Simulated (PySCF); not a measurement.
An unknown shows these calculated signals:

¹H NMR (600 MHz, computed): δ 5.48 (m, 2H), 5.29 (m, 2H), 4.07 (m, 1H), 3.67 (d, 3H), 2.84 (s, 3H).

¹³C{¹H} NMR (computed): δ 42.8 (CH3).

PySCF calculation with geometry from GFN2-xTB and σ from GIAO-PBE0/pcSseg-1; rapidly exchanging positions averaged, one conformer, no relativistic terms, no solvent.

Referencing at the same level of theory: ¹H (σ = 31.72 ppm), ¹³C (σ = 186.93 ppm) vs TMS.

Question: Which of these does the molecule contain: a C≡C triple bond, a carboxylic acid, a nitrile, a Si–H bond, an N-methyl group?

Answer: 
- A C≡C triple bond: no.
- A carboxylic acid: no.
- A nitrile: no.
- A Si–H bond: yes (δH 5.29 (m), 5.48 (m)).
- An N-methyl group: yes (δC 42.8; δH 2.84 (s)).

The data belong to SMILES CN1[SiH2][SiH]([SiH3])[SiH2]1, CH11NSi4; they needn't prove each group on their own.

Carbon signals by region: 1 below 50 ppm.

Shifts are as computed. Against solution values, carbons near 30 ppm lie about +3 ppm off and those near 130 ppm about +5 ppm. Of 1211 compounds with measured shifts, 218 miss one by over three times the rms of a fit or turn the order of signals round; such compounds aren't used in these exercises. Multiplicities follow the n + 1 count of equivalent neighbours, as no J values were calculated; m marks all less simple cases, F and P coupling included.
